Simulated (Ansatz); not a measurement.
`C/C=[CH]/[AlH2]` + H₂S → `[AlH2][SH]` + propene at 400 K and 1 bar (ligand exchange at the Al–C bond).

Gas-phase electronic energies from Ansatz, PBE0-D4/def2-TZVP geometries. CBS: MP2 limit from def2 TZ/QZ plus the TZ coupled-cluster correction, frozen cores. This one scheme is used for every species.

| species | CCSD(T)/CBS energy (Eh) | H − E (kJ/mol) | S (J/(mol·K)) |
| --- | --- | --- | --- |
| `C/C=[CH]/[AlH2]` | -360.34981 | 248.5 | 353.5 |
| H₂S | -398.97279 | 53.4 | 215.9 |
| `[AlH2][SH]` | -641.61836 | 79.4 | 287.5 |
| `C=CC` | -117.74610 | 229.7 | 285.2 |

H − E and S are ideal-gas, rigid-rotor, harmonic terms from PBE0-D4/def2-TZVP. 1 Eh = 2625.50 kJ/mol, R = 8.31446 J/(mol·K).

**Question.** By hand: ΔE, ΔH, ΔS and ΔG.

**Answer.** ΔE = (-641.61836) + (-117.74610) − (-360.34981) − (-398.97279) = -0.04186 Eh = -109.9 kJ/mol. Δ(H − E) = 79.4 + 229.7 − 248.5 − 53.4 = 7.2, so ΔH = -102.7 kJ/mol. ΔS = 287.5 + 285.2 − 353.5 − 215.9 = 3.3 J/(mol·K). ΔG = -102.7 − 400 × (3.3)/1000 = -104.0 kJ/mol.

**Question.** By hand: the equilibrium constant, and the temperature at which ΔG would vanish if ΔH and ΔS stayed fixed.

**Answer.** log₁₀ K = −ΔG/(RT ln 10) = 13.6. ΔH and −TΔS have one sign here, so there is no such temperature.

The number of gas molecules stays the same, so ΔS is small and ΔH decides. A doubt of 5 kJ/mol in ΔE shifts log₁₀ K by 0.7 here. These are equilibria of isolated gas molecules and say nothing of rates. Largest T1 diagnostic: 0.011 (customary marks: 0.02 for closed shells, 0.045 for open ones).

ΔS is within the doubt of such terms, so its sign, and with it that verdict, could turn.
